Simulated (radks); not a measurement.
Numerical settings for the mercury ion Hg3+, [Xe] 4f14 5d9. All-electron calculation, Dirac Kohn-Sham, BLYP, spin-unpolarised, spherical densities, finite nucleus; open shells fill j = l - 1/2 first; Fermi nuclear charge, rms radius 5.4648 fm. Program: a radial shooting solver on a logarithmic mesh with Libxc functionals. The defaults (mesh step 0.008 in ln r, mesh end at 40 bohr or more with all orbitals vanishing there, Anderson mixing 0.5 over 9 steps, residual threshold near 1e-9 with the energy settled to 1e-9 hartree or 1e-11 of itself, here a cap of 52 iterations) give E = -19656.040 hartree and 5d5/2 at -41.434 eV in 15 iterations. Run on one thread of a shared host, so times are rough (Arm Neoverse N1): 0.21 s of CPU time, 0.21 s wall, 15 iterations on 2213 mesh points. Changes against that run (0 stands for a change within the tolerance of the run):

setting                     iterations  converged  E (mhartree)  e(5d5/2) (meV)  CPU (s)
mesh step in ln r 0.03              15        yes      +0.00883               0     0.08
mesh step in ln r 0.08               3         no      diverged               -     0.02
mesh step in ln r 0.012             15        yes             0               0     0.15
mesh end (bohr) 1                   52         no     -8.64e+04        +1.5e+05      2.1
mesh end (bohr) 3                   15        yes          +378       +4.53e+03     0.19
residual threshold 1e-16            52         no             0               0     0.41
residual threshold 1e-05            10        yes             0           +0.13     0.17
mixing 2.5                          19        yes             0               0     0.26
linear mixing, mixing 0.05          52         no         +2.62       -1.29e+03     0.65
linear mixing, mixing 1             52         no     +9.02e+05       +3.13e+04      1.9
mixing history 2                    20        yes             0               0     0.25
iteration cap 2                      2         no     +6.95e+03       -3.87e+04     0.04

Settings that end as converged yet miss the energy by more than 1 mhartree: mesh end (bohr) 3 (+0.378 hartree). A mesh that ends early acts as a hard wall.
